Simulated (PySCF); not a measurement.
Compound: C₃H₈Cl₃NSi₂.
Cartesian coordinates in Å at the PBE0-D3(BJ)/def2-SVP level; atoms count from 1:
```
atom  x, y, z in Å
Cl1    3.2188    1.2998   -0.3877
C2     2.2328   -0.1928   -0.4250
Cl3    2.6861   -1.1303   -1.8779
Cl4    2.6317   -1.1662    1.0155
C5     0.7636    0.1831   -0.4552
C6    -0.1944   -1.0146   -0.4691
Si7   -1.9205   -0.3969   -0.0102
N8    -1.4571    0.9490    0.9976
Si9    0.2237    1.4036    0.9299
H10    0.6391    0.7617   -1.3884
H11    0.1100   -1.7360    0.3079
H12   -0.1605   -1.5449   -1.4336
H13   -2.7207   -1.4281    0.7197
H14   -2.7186    0.0134   -1.2113
H15   -2.1369    1.5031    1.5072
H16    0.9597    1.1994    2.2123
H17    0.4105    2.8228    0.5032
```

The calculation used PBE0-D3(BJ)/def2-SVP geometry optimisation, gas phase in PySCF.

Take the most abundant isotopes and a rigid rotor. The values belong to one conformer with, in the numbering `[Cl:1][C:2]([Cl:3])([Cl:4])[C@H:5]1[CH2:6][SiH2:7][NH:8][SiH2:9]1`, C2–C5–C6–Si7 164°, C5–C6–Si7–N8 -29°, C6–Si7–N8–Si9 12°, Si7–N8–Si9–C5 5°.

Q: What are A, B and C (cm⁻¹)?

A: Ia = 440.45, Ib = 962.92, Ic = 1101.44 u·Å²; 505379 MHz·u·Å²/I gives 1147, 524.8 and 458.8 MHz, that is A = 0.03827, B = 0.01751, C = 0.01531 cm⁻¹.

Q: Classify the top.

A: An asymmetric top: κ = (2 × 524.8 − 1147 − 458.8)/(1147 − 458.8) = -0.81.

Q: What does the inertial defect say?

A: Not planar: Δ = Ic − Ia − Ib = -301.92 u·Å². For a rigid frame Δ = −2 Σ m c², so Σ m c² = 150.96 u·Å² lies off the ab plane: 9.84 from hydrogen and 141.12 from heavier atoms. The atom farthest from that plane is 1.73 Å away.

Q: Give the other two planar moments, Paa and Pbb, and the rms extents of the mass along the axes.

A: Paa = Σ m a² = (Ib + Ic − Ia)/2 = 811.96 and Pbb = Σ m b² = (Ia + Ic − Ib)/2 = 289.49 u·Å². With the mass M = 218.93 u, the rms extents √(P/M) along a, b and c are 1.93, 1.15, 0.83 Å.

Q: Where do the levels up to J = 3 lie, in cm⁻¹?

A: Above 0(0,0):
J = 1: 1(0,1) 0.0328, 1(1,1) 0.0536, 1(1,0) 0.0558
J = 2: 2(0,2) 0.0983, 2(1,2) 0.1170, 2(1,1) 0.1236, 2(2,1) 0.1859, 2(2,0) 0.1861
J = 3: 3(0,3) 0.1960, 3(1,3) 0.2120, 3(1,2) 0.2252, 3(2,2) 0.2843, 3(2,1) 0.2852, 3(3,1) 0.3938, 3(3,0) 0.3938
The levels of one J sum to (2J + 1)J(J + 1)(A + B + C)/3.

Q: Which lines would a microwave search look for?

A: The dipole components are |μa| = 1.99 D, |μb| = 0.13 D, |μc| = 0.33 D. Intensities carry the squares of the components, which stand as 1.00 : 0.00 : 0.03 (a : b : c). Some lines, for components of 0.1 D or more:

| type | branch | J(Ka,Kc) | MHz | lower level (cm⁻¹) |
| --- | --- | --- | --- | --- |
| c | Q | 2(1,2) ← 2(0,2) | 562 | 0.098 |
| c | Q | 1(1,1) ← 1(0,1) | 623 | 0.033 |
| b | Q | 2(1,1) ← 2(0,2) | 760 | 0.098 |
| b | Q | 3(1,2) ← 3(0,3) | 875 | 0.196 |
| b | R | 3(1,2) ← 2(2,1) | 1179 | 0.186 |
| c | Q | 4(2,3) ← 4(1,3) | 1647 | 0.361 |
| b | Q | 3(2,1) ← 3(1,2) | 1797 | 0.225 |
| a | R | 2(0,2) ← 1(0,1) | 1962 | 0.033 |
| b | Q | 2(2,1) ← 2(1,2) | 2066 | 0.117 |
| b | R | 4(1,3) ← 3(2,2) | 2284 | 0.284 |
| b | R | 3(0,3) ← 2(1,2) | 2370 | 0.117 |
| a | R | 3(0,3) ← 2(0,2) | 2931 | 0.098 |
| a | R | 3(2,1) ← 2(2,0) | 2971 | 0.186 |
| b | R | 4(0,4) ← 3(1,3) | 3407 | 0.212 |
| a | R | 4(3,2) ← 3(3,1) | 3944 | 0.394 |
| a | R | 4(1,3) ← 3(1,2) | 4056 | 0.225 |
| b | Q | 4(4,1) ← 4(3,2) | 4581 | 0.525 |
| b | R | 3(2,2) ← 2(1,1) | 4819 | 0.124 |
| b | R | 4(2,3) ← 3(1,2) | 5703 | 0.225 |
| c | R | 4(2,3) ← 3(1,3) | 6099 | 0.212 |
| b | R | 3(3,1) ← 2(2,0) | 6227 | 0.186 |
| b | R | 4(3,2) ← 3(2,1) | 7200 | 0.285 |

Whether it is a minimum is left open (no frequencies). These are rigid-rotor constants of the computed structure; measured ground-state constants (B0) also hold zero-point vibration. Quadrupole hyperfine structure (14N, 35Cl) is left out.
